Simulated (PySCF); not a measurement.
How methods differ on the excitation energy of Sb

Sb [Kr] 4d10 5s2 5p3 (4S) → Sb [Kr] 4d10 5s2 5p2 5d1 (high-spin determinant), as a difference of total energies. Computed with PySCF 2.14 in x2c-TZVPPall with one added diffuse shell each of s, p, d, f type (9s7p5d3f, 76 functions), with scalar relativity by spin-free X2C-1e. Correlated levels: valence: [Kr] 4d10 frozen. The calculations carry no spin-orbit coupling.

| method | excitation energy (eV) |
| --- | --- |
| UHF | 7.179 |
| MP2 (valence) | 7.272 |
| SCS-MP2 (valence) | 7.235 |
| CCSD (valence) | 6.999 |
| CCSD(T) (valence) | 6.795 |

Q: How much does correlation contribute at CCSD(T) (valence)?

A: 6.795 − (7.179) = -0.384 eV, measured against UHF.

The promoted electron is Rydberg-like, and one or two diffuse shells describe it only roughly, which tends to raise the upper state.

The coupled-cluster amplitudes are large for the upper state (T1 above 0.03 or a double amplitude above 0.15), so a single reference is strained.

The determinant of the upper state mixes LS terms, which raises its energy above the lowest term, most at the Hartree-Fock and MP2 levels.
